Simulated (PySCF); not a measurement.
# C₆ coefficients of unlike pairs at PBE

Calculated with PySCF 2.14 from the dipole response of each species, C₆(A,B) = (3/π) ∫ α_A(iu) α_B(iu) du, in atomic units, from isotropic polarisabilities. For ions this is the dispersion term alone; charge-induced terms of lower order in 1/R come first.

```tsv
species	configuration	basis	relativity	α (bohr³)	C₆ (like pair)
Cd³⁺	[Kr] 4d9 (2D)	def2-QZVPPD with the def2 core potential (28 electrons) (7s5p4d4f2g)	core potential	3.797	16.80
Al²⁺	[Ne] 3s1 (2S)	aug-cc-pV(Q+d)Z with one added diffuse shell each of s, p, d, f, g type (8s7p6d4f3g)	none	13.59	36.17
P²⁺	[Ne] 3s2 3p1 (2P)	dyall-av3z (19s12p3d2f)	spin-free X2C	9.111	32.67
In³⁺	[Kr] 4d10 (1S)	aug-cc-pVQZ-DK3 (9s8p6d3f2g)	spin-free X2C	3.164	11.48
```

Task: Estimate C₆ for P²⁺ with Cd³⁺.

Result: The integral gives 20.29. The combination rule 2 C_A C_B / (C_A α_B/α_A + C_B α_A/α_B) gives 20.36 and the geometric mean 23.43.

No spin-orbit coupling is included.

The other pairs:

```csv
pair,C₆
"Al²⁺, Cd³⁺",18.04
"In³⁺, Al²⁺",15.00
"In³⁺, Cd³⁺",13.88
"P²⁺, Al²⁺",32.62
"In³⁺, P²⁺",16.88
```
